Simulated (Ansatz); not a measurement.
CH2F2Zn, SMILES `F[CH2][Zn][F]`, relaxed with RKS PBE0-D4/def2-TZVP in Ansatz from a PBE-D4/def2-SVP geometry. The force threshold is 0.005 eV/Å; the program also tests the step.

Total charge 0; spin multiplicity 1.

Start:

```xyz
6

F    -0.685   -1.361    0.925
C     0.084   -0.228    0.692
Zn   -0.094    0.440   -1.143
F    -0.245    1.044   -2.784
H    -0.214    0.570    1.411
H     1.154   -0.465    0.899
```

```csv
step,energy (eV),largest force (eV/Å),largest move (Å)
1,-54913.1550,0.665,0.000
2,-54913.1751,0.326,0.029
3,-54913.1777,0.097,0.012
4,-54913.1779,0.052,0.010
5,-54913.1780,0.006,0.002
6,-54913.1780,0.003,0.001
```

End:

```xyz
6

F    -0.683   -1.337    0.882
C     0.103   -0.205    0.693
Zn   -0.088    0.441   -1.131
F    -0.260    1.021   -2.773
H    -0.212    0.552    1.417
H     1.140   -0.472    0.913
```

Run time 23 s (2 threads of an Arm Neoverse V1 on a shared host); peak host memory 0.34 GiB.
